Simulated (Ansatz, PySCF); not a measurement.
Spin states of O2Pt (SMILES [O]=[Pt]=[O]), each relaxed with B3LYP-D3(BJ)/def2-TZVP.
State 1 (charge 0, multiplicity 1):
```xyz
3

Pt    -0.010     0.015    -0.022
O      1.290     0.221    -1.095
O     -1.314    -0.189     1.047
```
State 2 (charge 0, multiplicity 3):
```xyz
3

Pt     0.228    -0.162     0.234
O      1.128     0.303    -1.187
O     -1.389    -0.093     0.883
```

Singlets are restricted, other states unrestricted; no spin–orbit coupling, no relativity up to Kr; see below for the cores. The largest T1 diagnostic is 0.066.

Correlated levels freeze the inner cores; with def2 sets outer-core shells near the valence are correlated too.

The values were computed with Ansatz (Gaussian orbitals); PySCF for the dispersion terms. Each number belongs to the level named beside it. In def2 rows elements past Kr take small-core potentials, without spin–orbit coupling.

Question: What energy of the multiplicity-3 state less that of the multiplicity-1 state does B2PLYP-D4/def2-TZVPP give?

Answer: 2.63 eV

Question: What energy of the multiplicity-3 state less that of the multiplicity-1 state does PBE0-D4/def2-TZVPP give?

Answer: 1.10 eV

Question: Estimate the energy of the multiplicity-3 state less that of the multiplicity-1 state that BHLYP-D3(BJ)/def2-TZVPP returns for this input.

Answer: 0.67 eV

Doubts at one or more of the structures used: a restricted determinant that unrestricted orbitals would lower (B2PLYP-D4/def2-TZVPP).

Ansatz is a program for electronic structure.
